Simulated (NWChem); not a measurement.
System: C2H4FNSi; SMILES [SiH2]1C=N[C@H]1F

```xyz
9

F      0.4769    -1.8547    -0.2606
C      0.0374    -0.7691     0.4665
N     -1.3054    -0.3225     0.0143
C     -1.1331     0.9369    -0.2260
Si     0.7392     0.9791     0.0180
H     -0.0153    -1.0687     1.5194
H     -1.9755     1.5697    -0.5098
H      1.3730     1.8727     1.0319
H      1.5362     1.0278    -1.2353
```
Atoms are numbered in this order, from 1.

STO-3G and 3-21G are far too small for this property and stand as cheap habits. The geometry was optimised at B3LYP/6-31G* (spherical d).

Give the principal values of the shielding tensors (ppm) of F1, C2, N3, C4, Si5 from Hartree-Fock/STO-3G, GIAO (NWChem), with their diamagnetic and paramagnetic parts as GIAO splits them.


```csv
atom,σ11,σ22,σ33,isotropic,diamagnetic,paramagnetic
F1,415.8,446.9,513.2,458.6,456.0,2.6
C2,134.3,167.4,185.0,162.2,251.6,-89.3
N3,-578.1,8.7,241.3,-109.3,315.5,-424.8
C4,-113.7,113.5,191.4,63.7,256.0,-192.3
Si5,470.6,552.5,687.2,570.1,867.9,-297.7
```
